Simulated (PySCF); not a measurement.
A structure optimised at PBE-D3(BJ)/def2-SVP, used in a PySCF frequency run:

```xyz
10

O     -0.5696    -0.3028     1.6934
Si    -0.3456    -0.1643     0.0440
O     -1.5221     0.7423    -0.7380
O     -0.4919    -1.6991    -0.5979
P      1.6986     0.7510    -0.3087
H     -1.2931    -0.9137     1.9279
H     -1.5241     1.6925    -0.5299
H     -0.7522    -1.7137    -1.5356
H      2.2446     0.1086     0.8585
H      1.3530     1.9391     0.4339
```
Charge 0, spin multiplicity 1.

Q: Write its SMILES and formula.

A: O[Si](O)(O)P, H5O3PSi

Q: What are its rotational constants (standard atomic weights)?

A: 3.7619, 2.1511, 2.0792 GHz
